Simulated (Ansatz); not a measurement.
Reaction (cleavage of the B–Si bond): `B[SiH](C)N=C` + `C[SiH](S)Cl` → `BS[SiH](C)Cl` + `C=N[SiH2]C`

Computed with Ansatz on PBE0-D4/def2-TZVP structures; ΔE is electronic, products minus reactants. CBS: MP2 limit from def2 TZ/QZ plus the TZ coupled-cluster correction, frozen cores. DFT in def2-TZVPP. B3LYP here is the variant with VWN-RPA as its local correlation; programs differ in this. One conformer a species, not always the lowest.

| level | ΔE (kcal/mol) | difference from CCSD(T)/CBS |
| --- | --- | --- |
| PBE-D4 | -28.6 | 0.1 |
| r2SCAN-D4 | -29.3 | -0.6 |
| PBE0-D4 | -28.4 | 0.3 |
| B3LYP-D4 | -28.5 | 0.2 |
| ωB97X-V | -27.9 | 0.8 |
| B2PLYP | -29.2 | -0.5 |
| PBE | -28.3 | 0.4 |
| PBE0 | -28.2 | 0.5 |
| B3LYP | -28.1 | 0.6 |
| HF/def2-TZVPP | -26.8 | 1.9 |
| CCSD/def2-TZVPP | -27.9 | 0.8 |
| CCSD(T)/def2-TZVPP | -28.7 | 0.0 |
| MP2/def2-QZVPP | -30.7 | -2.0 |
| SCS-MP2/def2-QZVPP | -29.6 | -0.9 |
| HF/CBS(def2) | -26.8 | 1.9 |
| MP2/CBS(def2) | -30.8 | -2.1 |
| CCSD(T)/CBS | -28.7 | 0 |

Largest T1 diagnostic among the species: 0.012.

In def2-TZVPP, CCSD(T) changes the Hartree–Fock value by −1.9 kcal/mol (the triples alone add −0.8 kcal/mol) and MP2 by −3.9 kcal/mol.
